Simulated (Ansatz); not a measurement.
Reaction (silylene loss): `[SiH3][O][SnH2][Cl]` → `[OH][SnH2][Cl]` + `[SiH2]`

Calculated with Ansatz (gas phase, PBE0-D4/def2-TZVP geometries, no zero-point term in ΔE). CCSD(T)/CBS adds triple-zeta CCSD(T) − MP2 to the extrapolated MP2 energy (def2 sets, frozen cores). This one scheme is used for every species. Elements past krypton have def2 core potentials. For Sn outer-core shells are correlated without core-valence functions, which leaves a few kJ/mol of doubt a bond. One conformer a species, not always the lowest.

`[SiH3][O][SnH2][Cl]`:

Cartesian coordinates in Å:
```
Si -0.992 -1.300 -0.044
O 0.077 -0.331 0.729
Sn 1.064 1.294 0.323
Cl 0.865 1.591 -1.973
H -0.346 -2.023 -1.173
H -1.500 -2.288 0.941
H -2.137 -0.516 -0.583
H 2.690 0.987 0.687
H 0.279 2.585 1.093
```

`[OH][SnH2][Cl]`:

```xyz
6

O     0.279   -1.426   -0.525
Sn    0.160    0.314    0.353
Cl   -0.672    1.808   -1.229
H    -0.543   -1.707   -0.935
H    -0.982    0.278    1.614
H     1.758    0.733    0.723
```

`[SiH2]`:

```xyz
3

Si   -0.446    0.523    0.183
H    -0.074   -0.824    0.794
H     0.520    0.300   -0.977
```

```
              species  CCSD/CBS(def2) energy (Eh)
`[SiH3][O][SnH2][Cl]`                 -1041.12061
     `[OH][SnH2][Cl]`                  -750.80550
             `[SiH2]`                  -290.18637
```

Work out ΔE.

ΔE = (-750.80550) + (-290.18637) − (-1041.12061) = 0.12874 Eh = +80.8 kcal/mol. CCSD(T)/CBS gives +81.3 kcal/mol.

Largest T1 diagnostic among the species: 0.014.

From PBE to PBE0 (25 % exact exchange), in def2-TZVPP and without D4, ΔE moves by +3.7 kcal/mol. The D4 term adds +3.3 kcal/mol with B3LYP and +1.8 kcal/mol with PBE0; it sums over pairs of atoms, weighted by their polarisabilities, and B3LYP, whose exchange is more repulsive, gets the larger term.

B3LYP here is the variant with VWN-RPA as its local correlation; programs differ in this.
